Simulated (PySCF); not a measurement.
Species: `C=CC[C@@H]1CO[Si@@H](NC)C1`. The columns A, B, C and D hold Mulliken, IAO, Hirshfeld and ESP-fitted charges (e) of one PBE0/pcSseg-1 density (PySCF), in a shuffled order. Coordinates in Å (PBE0-D3(BJ)/def2-SVP); the density's dipole moment is (0.06, 1.35, 1.11) D.

```tsv
atom	x	y	z	A	B	C	D
C1	4.191	-0.381	-0.693	-0.514	-0.319	-0.156	-0.105
C2	3.236	0.205	0.030	-0.033	-0.130	-0.243	-0.033
C3	2.066	0.958	-0.520	-0.309	-0.254	-0.103	-0.066
C4	0.717	0.360	-0.120	+0.353	-0.107	-0.450	-0.029
C5	0.528	-1.078	-0.626	-0.041	-0.046	+0.206	-0.004
O6	-0.827	-1.444	-0.509	-0.478	-0.656	-0.637	-0.253
Si7	-1.877	-0.121	-0.507	+0.832	+1.181	+1.053	+0.428
N8	-2.871	0.055	0.882	-0.673	-0.668	-0.697	-0.242
C9	-4.174	-0.533	1.074	-0.127	-0.287	-0.092	-0.064
C10	-0.498	1.159	-0.616	-0.807	-0.570	-0.488	-0.168
H11	4.183	-0.340	-1.787	+0.201	+0.140	+0.114	+0.043
H12	5.018	-0.919	-0.222	+0.196	+0.148	+0.120	+0.045
H13	3.286	0.135	1.126	+0.106	+0.136	+0.107	+0.043
H14	2.102	2.002	-0.157	+0.121	+0.143	+0.136	+0.042
H15	2.132	1.007	-1.621	+0.120	+0.128	+0.112	+0.039
H16	0.671	0.323	0.985	+0.015	+0.118	+0.124	+0.032
H17	0.853	-1.140	-1.685	+0.084	+0.112	+0.094	+0.029
H18	1.151	-1.788	-0.058	+0.079	+0.142	+0.124	+0.035
H19	-2.817	-0.234	-1.657	-0.126	-0.154	-0.135	-0.084
H20	-2.422	0.341	1.746	+0.357	+0.254	+0.199	+0.116
H21	-4.864	0.160	1.587	+0.075	+0.134	+0.109	+0.038
H22	-4.155	-1.476	1.653	+0.086	+0.125	+0.111	+0.036
H23	-4.624	-0.765	0.096	+0.099	+0.143	+0.113	+0.045
H24	-0.355	1.449	-1.673	+0.200	+0.141	+0.138	+0.039
H25	-0.669	2.083	-0.044	+0.184	+0.146	+0.143	+0.039
```

Problem. Which column most likely holds the ESP-fitted charges?

Solution. A. Σ q r misses the density's dipole by 0.07 D (A), 0.77 D (D), 1.30 D (B), 2.45 D (C). Charges fitted to the outside potential are the only set here that is tied to the molecule's multipoles.

Problem. And the Hirshfeld charges?

Solution. D. The mean sizes are 0.084 e (D), 0.240 e (C), 0.249 e (A), 0.255 e (B), and Hirshfeld charges are commonly the smallest of these schemes.

As computed, A = ESP-fitted, B = IAO, C = Mulliken, D = Hirshfeld. Hydrogens on carbon: ESP-fitted +0.01 to +0.20, IAO +0.11 to +0.15, Mulliken +0.09 to +0.14, Hirshfeld +0.03 to +0.05 e.

The Mulliken scheme counts on each atom the diagonal of the density matrix times the overlap matrix over that atom's basis functions. The Hirshfeld scheme divides the density at each point in proportion to the densities of the neutral, spherically averaged free atoms.

One conformer (not necessarily the lowest) at the PBE0-D3(BJ)/def2-SVP geometry, without solvent, vibrations or thermal averaging.
